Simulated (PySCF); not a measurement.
Compound: C6H14P (charge +1).
Z-matrix (Å and degrees, PBE0-D3(BJ)/def2-SVP geometry), rows numbered from 1:
```
C 
C   1  1.5275
C   2  1.5225  1  112.42
C   2  1.5195  1  108.71  3  -123.34
C   4  1.5209  2  120.92  1   -78.94
P   5  1.7977  4   65.50  2  -112.27
C   6  1.7938  4  122.91  5  -105.18
H   1  1.0993  2  110.04  3   -59.21
H   1  1.1001  2  112.00  3  -179.07
H   1  1.1011  2  110.97  3    59.88
H   2  1.1059  1  107.68  3   119.85
H   3  1.0991  2  110.54  1    58.89
H   3  1.1015  2  111.99  1   178.99
H   3  1.1013  2  111.05  1   -60.32
H   4  1.0992  2  114.22  1    65.36
H   5  1.0971  4  116.92  6   107.15
H   5  1.0954  4  119.34  6  -108.81
H   6  1.4051  4  116.72  5   101.31
H   7  1.1000  6  109.29  4   -96.46
H   7  1.0995  6  109.82  4   142.84
H   7  1.0991  6  108.67  4    22.81
```

The closed-shell ground state was solved at several levels (PySCF, density fitting, gas phase, non-relativistic).

```json
{"level": "PBE0/def2-SVPD", "basis functions": "256", "HOMO (eV)": "-13.01", "LUMO (eV)": "-4.81", "gap (eV)": "8.20"}
{"level": "PBE/pcSseg-1", "basis functions": "196", "HOMO (eV)": "-11.85", "LUMO (eV)": "-5.79", "gap (eV)": "6.06"}
```

(1) What might PBE0/pcSseg-1 (196 basis functions) give for the same quantities?

(2) Over all these levels, which gives the widest orbital gap and which the narrowest?

Answers

(1) HOMO -13.07 eV, LUMO -4.82 eV, gap 8.25 eV.

(2) PBE0/pcSseg-1 (global hybrid, 25 % exact exchange) has the widest, 8.25 eV, and PBE/pcSseg-1 (GGA) the narrowest, 6.06 eV. The two share the basis. From the narrowest to the widest the HOMO moves by -1.22 eV and the LUMO by +0.97 eV.

One conformer stands for the species.
